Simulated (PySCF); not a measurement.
Compound: C2H11AsSi2.
Numbering: `[CH3:1][CH2:2][SiH2:3][AsH:4][SiH3:5]` (hydrogens: H6, H7, H8 on C1; H9, H10 on C2; H11, H12 on Si3; H13 on As4; H14, H15, H16 on Si5)

Level of theory: core-valence-separated Tamm–Dancoff BHandHLYP/aug-pcX-1 (pcseg-1 on H, def2-SVPD on Si, def2-SVPD on As) in PySCF, non-relativistic, gas phase, PBE0-D3(BJ)/def2-SVP geometry.

Computed carbon K-edge spectrum, Gaussian lines of 0.4 eV full width, highest printed point 100; it ends one width below the last computed root. Absolute energies from this functional tend to lie a few eV below measured edges; no shift was applied.

photon energy (eV), absorption and a bar:
```
    284.8          0 
    284.9          1 
    285.0          2 #
    285.1          6 ##
    285.2         10 ###
    285.3         13 ####
    285.4         12 ####
    285.5         10 ###
    285.6         10 ###
    285.7         15 #####
    285.8         29 #########
    285.9         49 ###############
    286.0         73 ######################
    286.1         94 ############################
    286.2        100 ##############################
    286.3         83 #########################
    286.4         54 ################
    286.5         28 ########
    286.6         13 ####
```

Q: Assign the maxima to core holes.

A: 2 maxima:
- 285.3 eV: C2 (sp3 carbon bound to silicon), 285.28 eV, f = 0.009, 62 % of the height at the exact maximum; C1 (methyl carbon), 285.42 eV, f = 0.006, 38 % of the height at the exact maximum
- 286.2 eV: C1 (methyl carbon), 286.20 eV, f = 0.031, 30 % of the height at the exact maximum; C2 (sp3 carbon bound to silicon), 286.13 eV, f = 0.031, 28 % of the height at the exact maximum; C1 (methyl carbon), 286.26 eV, f = 0.033, 28 % of the height at the exact maximum

Further lines of some strength in the range: C2, 285.91 eV, f = 0.026; C2, 286.18 eV, f = 0.006; C1, 286.43 eV, f = 0.004.

Roots within 0.03 eV on the same or equivalent atoms count as one line; shares under 12 % aren't listed.

Vibrational structure and lifetime widths aren't in the curve. The ionisation threshold wasn't computed; near and above it a finite basis only mimics Rydberg series and continuum. The BHandHLYP/aug-pcX-1 (pcseg-1 on H, def2-SVPD on Si, def2-SVPD on As) calculation is non-relativistic and has no spin–orbit coupling, an omission that weighs most on arsenic.

Shape of the structure used: `[CH3:1][CH2:2][SiH2:3][AsH:4][SiH3:5]`: C1–C2–Si3–As4 -51°, C2–Si3–As4–Si5 -61°.

One conformer stands for the species.
